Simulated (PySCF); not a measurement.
C7H8.
InChI=1S/C7H8/c1-5-4-7(5)6-2-3-6/h4,6H,1-3H2

Method used: PySCF 2.14.0, density-fitted response routines, TDDFT PBE0/def2-SVPD, vertical, gas phase, core orbitals frozen in the response. Geometry: GFN2-xTB, one conformer, isolated molecule. Torsions of this conformer, `[CH2:1]=[C:2]1[CH:3]=[C:4]1[CH:5]1[CH2:6][CH2:7]1`: C3–C4–C5–C6 146°.

What does the calculation give for the low-lying excited states?

```csv
state,λ (nm),E (eV),f,symmetry,"main configurations (H = HOMO, L = LUMO)"
S1,274.9,4.51,0.052,A′,H→L (98%)
S2,223.7,5.54,0.0035,A″,"H→L+1 (81%), H→L+2 (9%), H→L+3 (8%)"
S3,207.7,5.97,0.011,A″,"H→L+2 (84%), H→L+1 (12%)"
S4,203.7,6.09,0.0000,–,H→L+3 (88%)
S5,196.1,6.32,0.0004,–,H-1→L (97%)
S6,195.9,6.33,0.088,A′,H→L+4 (96%)
```

Triplets (Tamm–Dancoff): T1 3.41 eV, H→L (94%); T2 4.69 eV, H→L+5 (54%), H→L+4 (39%).

The lowest singlet comes at 275 nm (435 kJ/mol) in the ultraviolet; it is of moderate strength; its leading configuration is HOMO→LUMO (98%). The most intense listed level is S6 at 6.33 eV (196 nm, f = 0.088), 1.82 eV above S1. It is the last of those listed, so stronger ones may follow. S5/S6 lie within about 0.01 eV of each other. Löwdin shares by element: HOMO carbon 85% or more; LUMO carbon 73% or more, hydrogen 7% or more (atoms not listed hold the other 20%). Of the 6 states listed, 3 reach f = 0.01 and 2 stay under 0.0005. Orbital energies (eV): HOMO-3 -8.97, HOMO-2 -8.90, HOMO-1 -8.23, HOMO -5.73, LUMO -0.17, LUMO+1 0.82, LUMO+2 1.24. The oscillator strengths of these states sum to 0.155; summed over the whole spectrum of an exact calculation they would give the number of electrons, 50 (Thomas–Reiche–Kuhn). Symmetry labels in Cs follow from the direction of the transition dipole and are given only for states with f of 0.002 or more. Only the lowest 6 singlets were computed, as vertical energies without vibronic structure.
